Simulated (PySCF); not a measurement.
## Frontier orbitals and the lowest excitations

C4H10FNSi.
Structure used (GFN2-xTB), in Å, numbered top down from 1:
```xyz
17
C4H10FNSi angstrom
C      2.5145    0.3759    1.3390
N      1.6498    0.4508    0.4424
Si     1.1563   -0.5230   -0.8839
C     -0.6214   -1.0888   -0.4130
F     -0.5037   -2.2828    0.3026
C     -1.4406   -0.1138    0.4193
C     -1.7345    1.1660   -0.3477
H      3.2427   -0.4325    1.4407
H      2.5718    1.1636    2.0873
H      1.9019   -1.7406   -1.2149
H      1.1242    0.4262   -1.9941
H     -1.1785   -1.3628   -1.3170
H     -2.3769   -0.6001    0.7091
H     -0.8881    0.1194    1.3316
H     -0.8095    1.6908   -0.5720
H     -2.2440    0.9431   -1.2831
H     -2.3710    1.8206    0.2428
```

Theory: TDDFT CAM-B3LYP/def2-SVPD, vertical, gas phase, core orbitals frozen in the response (PySCF 2.14.0, density-fitted response routines).

Frontier orbitals with the atoms that hold most of them (Löwdin shares over 4%, at most four atoms; ? is withheld):

```tsv
orbital	ε (eV)	atoms
HOMO-3	-11.05	Si3 21%, N2 19%, H11 15%, C1 14%
HOMO-2	-10.64	F5 25%, C4 19%, C6 19%, C7 8%
HOMO-1	-9.48	?
HOMO	?	?
LUMO	0.12	C1 40%, N2 32%, H9 7%, H8 7%
LUMO+1	1.21	C1 25%, Si3 24%, H8 9%, H10 7%
LUMO+2	1.65	Si3 20%, C7 13%, H12 12%, H16 9%
```

Give the leading atoms of the HOMO.

N2 (bonded to C and Si) 56%; C1 (bonded to N and 2 H) 16%; Si3 (bonded to C, N and 2 H) 9%; H8 (bonded to C) 6%.

Give the leading atoms of the HOMO-1.

C4 (bonded to C, F, Si and H) 28%; F5 (bonded to C) 18%; Si3 (bonded to C, N and 2 H) 18%; C6 (bonded to 2 C and 2 H) 9%. By element: carbon 37% or more, fluorine 18%, silicon 18%.

What is the HOMO energy, and the HOMO–LUMO gap?

ε(HOMO) = -8.55 eV; the gap is 8.66 eV (0.3184 hartree).

How does S1 compare with the orbital gap of 8.66 eV?

S1 is at 3.99 eV (f = 0.0005), 4.67 eV below the gap, made of HOMO→LUMO (97%). 

One configuration dominates each of S1, S2 and S3. Which, and how do the shares of the two leading atoms of either orbital change from the occupied to the empty one?

- S1 (3.99 eV, f 0.0005), HOMO→LUMO (97%): N2 56% → 32%, C1 16% → 40%
- S2 (6.50 eV, f 0.012), HOMO→LUMO+1 (91%): N2 56% → at most 8%, C1 16% → 25%, Si3 9% → 24%
- S3 (6.84 eV, f 0.149), HOMO-1→LUMO (96%): C4 28% → at most 8%, F5 18% → at most 8%, C1 at most 9% → 40%, N2 at most 9% → 32%

One conformer stands for the species.
